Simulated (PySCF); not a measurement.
# Mo(2+): excitation energy

Mo(2+) [Kr] 4d4 (5D) → Mo(2+) [Kr] 4d3 5s1 (5F), as a difference of total energies. All numbers are calculated (PySCF 2.14, a scalar-relativistic core potential, in aug-cc-pwCVDZ-PP with ECP28MDF (6s6p5d3f, 70 functions)). Correlated levels: valence and next inner shell: nothing frozen outside the core potential. The calculations carry no spin-orbit coupling.

```
                                method  excitation energy (eV)
                                   UHF                   3.923
    MP2 (valence and next inner shell)                   3.914
SCS-MP2 (valence and next inner shell)                   3.869
   CCSD (valence and next inner shell)                   3.851
CCSD(T) (valence and next inner shell)                   3.838
```

Problem. How much does correlation contribute at CCSD(T) (valence and next inner shell)?

Solution. 3.838 − (3.923) = -0.085 eV, measured against UHF.
